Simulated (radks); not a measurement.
Charge is removed step by step from the 2s1/2 level of neutral selenium, starting from [Ar] 3d10 4s2 4p4. Method: Dirac Kohn-Sham, PBE, spin-unpolarised, spherical densities, finite nucleus; open shells are shared between the two j in proportion to 2j + 1; Fermi nuclear charge, rms radius 4.14 fm; computed with a radial shooting solver on a logarithmic mesh with Libxc functionals.

\begin{tabular}{lrrr}
removed (e) & E - E(0) (eV) & eigenvalue (eV) & E minus straight line (eV) \\ \hline
0 & 0.000 & -1606.4 & 0.000 \\
0.1 & 160.96 & -1612.8 & -2.944 \\
0.2 & 322.57 & -1619.3 & -5.246 \\
0.3 & 484.83 & -1625.8 & -6.900 \\
0.4 & 647.73 & -1632.3 & -7.902 \\
0.5 & 811.29 & -1638.9 & -8.249 \\
0.6 & 975.52 & -1645.5 & -7.935 \\
0.7 & 1140.4 & -1652.2 & -6.957 \\
0.8 & 1306.0 & -1658.9 & -5.311 \\
0.9 & 1472.2 & -1665.6 & -2.994 \\
1 & 1639.1 & -1672.4 & 0.000 \\
\end{tabular}

Removing the whole electron costs 1639.1 eV by Delta-SCF, against 1606.4 eV from minus the eigenvalue at the starting occupation. Slater's transition state (half an electron removed) gives 1638.9 eV. Integrating minus the eigenvalue over the occupation (Janak's theorem) gives 1639.1 eV. The mean slope of the eigenvalue, de/dn, is 66.0 eV per electron.
